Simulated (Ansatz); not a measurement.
`[NH2][Al]([F])[O][SiH3]` + H–F → `[F][Al]([F])[O][SiH3]` + NH₃  (ligand exchange at the Al–N bond)

Calculated with Ansatz (gas phase, PBE0-D4/def2-TZVP geometries, no zero-point term in ΔE). CBS: MP2 limit from def2 TZ/QZ plus the TZ coupled-cluster correction, frozen cores. This one scheme is used for every species. Functionals use def2-TZVPP. B3LYP here is the variant with VWN-RPA as its local correlation; programs differ in this. HSE06 is defined as in plane-wave codes. Each species was taken in one conformer, which may not be the lowest.

```
             level  ΔE (kJ/mol)  difference from CCSD(T)/CBS
       LDA (SPW92)        -74.5                          9.5
            PBE-D4        -80.6                          3.4
         revPBE-D4        -79.7                          4.3
           BLYP-D4        -85.7                         -1.7
         r2SCAN-D4        -86.2                         -2.2
            B97M-V        -90.1                         -6.1
           PBE0-D4        -79.9                          4.1
          B3LYP-D4        -85.0                         -1.0
        r2SCANh-D4        -85.4                         -1.4
        r2SCAN0-D4        -84.3                         -0.3
          BHLYP-D4        -86.3                         -2.3
      CAM-B3LYP-D4        -85.7                         -1.7
           ωB97X-V        -85.0                         -1.0
           ωB97M-V        -83.9                          0.1
            B2PLYP        -88.2                         -4.2
          PBE-QIDH        -82.9                          1.1
              BLYP        -90.9                         -6.9
            r2SCAN        -87.0                         -3.0
              PBE0        -82.2                          1.8
             B3LYP        -89.0                         -5.0
           r2SCANh        -86.2                         -2.2
           r2SCAN0        -85.2                         -1.2
             HSE06        -81.8                          2.2
             BHLYP        -89.6                         -5.6
         CAM-B3LYP        -88.1                         -4.1
           LC-ωPBE        -83.8                          0.2
      MP2/def2-SVP        -90.5                         -6.5
     CCSD/def2-SVP        -91.1                         -7.1
  CCSD(T)/def2-SVP        -90.3                         -6.3
     HF/def2-TZVPP        -93.3                         -9.3
    MP2/def2-TZVPP        -84.0                          0.0
SCS-MP2/def2-TZVPP        -86.7                         -2.7
   CCSD/def2-TZVPP        -85.5                         -1.5
CCSD(T)/def2-TZVPP        -84.3                         -0.3
     HF/def2-QZVPP        -95.5                        -11.5
    MP2/def2-QZVPP        -84.6                         -0.6
SCS-MP2/def2-QZVPP        -87.3                         -3.3
      HF/CBS(def2)        -95.8                        -11.8
     MP2/CBS(def2)        -83.7                          0.3
    CCSD/CBS(def2)        -85.3                         -1.3
       CCSD(T)/CBS        -84.0                            0
```

Largest T1 diagnostic among the species: 0.012.

The D4 term adds +4.1 kJ/mol with B3LYP and +2.3 kJ/mol with PBE0; it sums over pairs of atoms, weighted by their polarisabilities, and B3LYP, whose exchange is more repulsive, gets the larger term. In def2-TZVPP, CCSD(T) changes the Hartree–Fock value by +9.1 kJ/mol (the triples alone add +1.3 kJ/mol) and MP2 by +9.3 kJ/mol.
